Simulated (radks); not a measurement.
The table gives one normalised radial function P(r) = r R(r) (large component) of Nb3+ in [Kr] 4d2 (r in bohr). Method: Dirac Kohn-Sham, PBE, spin-unpolarised, spherical densities, point nucleus; open shells fill j = l - 1/2 first; computed with a radial shooting solver on a logarithmic mesh with Libxc functionals.

| r | P |
|---|---|
| 0.001227 | 0.0000 |
| 0.001611 | 0.0000 |
| 0.002097 | 0.0000 |
| 0.002753 | 0.0000 |
| 0.003585 | 0.0000 |
| 0.004705 | 0.0000 |
| 0.006176 | 0.0001 |
| 0.008042 | 0.0002 |
| 0.01056 | 0.0005 |
| 0.01385 | 0.0010 |
| 0.01804 | 0.0021 |
| 0.02368 | 0.0045 |
| 0.03083 | 0.0090 |
| 0.04047 | 0.0180 |
| 0.05312 | 0.0346 |
| 0.06917 | 0.0625 |
| 0.0908 | 0.1087 |
| 0.1192 | 0.1761 |
| 0.1552 | 0.2577 |
| 0.2037 | 0.3401 |
| 0.2652 | 0.3834 |
| 0.3482 | 0.3433 |
| 0.457 | 0.1821 |
| 0.595 | -0.0839 |
| 0.781 | -0.4101 |
| 1.017 | -0.6819 |
| 1.335 | -0.8135 |
| 1.752 | -0.7537 |
| 2.282 | -0.5590 |
| 2.995 | -0.3186 |
| 3.931 | -0.1305 |
| 5.119 | -0.0359 |

Which n and l does it have? It may be an empty orbital.

Answer. n = 4, l = 2: the number of nodes gives n - l - 1 = 1, the rise at small r points to l (this Dirac orbital starts as r^gamma with gamma = sqrt((l + 1)^2 - (Z/c)^2) = 2.99; the j = 5/2 orbital of l + 1 starts with the same power, but with a smaller coefficient, and then steepens), and the extent must fit the shell. The curve is that of 4d5/2; the two j differ most near the nucleus, where j = l - 1/2 has the larger amplitude, and in heavy atoms j = l - 1/2 is also the more compact. 4d5/2 (empty): eigenvalue -30.456 eV, 1 radial node at r = 0.552 bohr, <r> = 1.72 bohr, 90 % of the charge inside 2.65 bohr.
